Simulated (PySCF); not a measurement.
C₆H₁₁NOSi.
SMILES with atom numbers: `[O:1]=[C:2]=[N:3][SiH:4]1[CH2:5][CH2:6][CH2:7][CH2:8][CH2:9]1` (hydrogens: H10 on Si4; H11, H12 on C5; H13, H14 on C6; H15, H16 on C7; H17, H18 on C8; H19, H20 on C9)

A linear-response calculation (PySCF, def2-SVPD basis, gas phase, vertical, core orbitals frozen in the response) gave these numbers; the functional is withheld.

Orbital energies (eV): HOMO-3 -8.91, HOMO-2 -8.77, HOMO-1 -8.02, HOMO -7.58, LUMO 0.18, LUMO+1 0.25, LUMO+2 0.49.

| state | E (eV) | f | main configurations (H = HOMO, L = LUMO) |
| --- | --- | --- | --- |
| S1 | 6.91 | 0.0045 | H→L (88%) |
| S2 | 6.94 | 0.0026 | H→L+1 (95%) |
| S3 | 7.15 | 0.0024 | H→L+3 (38%), H-1→L+2 (24%), H→L (8%) |
| S4 | 7.15 | 0.040 | H→L+2 (66%), H-1→L+3 (8%) |
| S5 | 7.25 | 0.0024 | H-1→L+1 (71%), H-1→L (22%) |
| S6 | 7.26 | 0.0093 | H-1→L+2 (49%), H→L+3 (25%), H-1→L+5 (9%) |

Triplets, Tamm–Dancoff:

| state | E (eV) | λ (nm) | main configurations (H = HOMO, L = LUMO) |
| --- | --- | --- | --- |
| T1 | 6.47 | 191.6 | H→L+2 (43%), H→L+5 (10%), H-1→L+3 (10%) |
| T2 | 6.71 | 184.7 | H→L (44%), H-1→L+2 (12%), H→L+3 (12%) |
| T3 | 6.75 | 183.6 | H-1→L+3 (33%), H→L+2 (20%), H-1→L+4 (17%) |
| T4 | 6.81 | 182.2 | H→L+1 (81%) |

Vertical ionisation energy by ΔSCF with the same functional: 9.42 eV. Mean static polarisability: 104.6 au.

Question: Which of these was used?
A. wB97X-D
B. B3LYP
C. PBE
D. HF

Answer: B. B3LYP is a global hybrid with 20% exact exchange. In this run −ε(HOMO) = 7.58 eV differs from the ΔSCF value by -1.83 eV, and S1 differs from the orbital gap of 7.76 eV by -0.85 eV. The ratio −ε(HOMO)/IP is 0.81. Usual ranges for neutral molecules in this basis: 0.67 to 0.83 with B3LYP, 0.5 to 0.7 with PBE, 0.89 to 0.99 with wB97X-D; with Hartree–Fock the ratio is 1 or more (Koopmans' value less the relaxation energy is the ΔSCF value). The other options: PBE, a GGA without exact exchange; HF, time-dependent Hartree–Fock, 100% exact exchange; wB97X-D, range-separated, 22% exact exchange at short range and 100% at long range (ω = 0.2 bohr⁻¹).

The calculation used TDDFT B3LYP/def2-SVPD, vertical, gas phase, core orbitals frozen in the response in PySCF. The structure is a single PBE0-D3(BJ)/def2-SVP conformer in the gas phase; no vibrational or solvent corrections.

On one thread, Arm Neoverse N1, on a shared host, this took 12 min.
